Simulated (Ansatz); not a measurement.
```xyz
14

B     0.7694    1.5092   -0.0344
C     0.1844    0.1033   -0.0435
C     0.8448   -1.0113   -0.8197
C    -0.6132   -0.3052    1.1930
C    -1.3534    0.0946   -0.0145
H     1.7362    1.7959   -0.6835
H     0.2382    2.3589    0.6252
H     0.9616   -0.7441   -1.8730
H     0.2601   -1.9352   -0.7736
H     1.8395   -1.2306   -0.4229
H    -0.6112    0.3604    2.0465
H    -0.5689   -1.3599    1.4385
H    -1.8754    1.0427   -0.0184
H    -1.8119   -0.6787   -0.6196
```

Charge 0, multiplicity 1.

List the B3LYP/def2-TZVPP orbital energies in eV (the Gaussian-basis code of Ansatz). (Estimate.)

Computed: Occupied: -277.17, -277.09, -276.79, -276.57, -183.25, -23.69, -19.46, -16.59, -15.89, -14.03, -12.86, -11.68, -11.31, -10.85, -10.18, -9.57, -8.80, -7.99, -7.89. Lowest empty: -1.31, 1.09, 1.79, 1.91, 2.13, 2.48, 2.69, 2.76.

B3LYP here is the variant with VWN-RPA as its local correlation; programs differ in this.
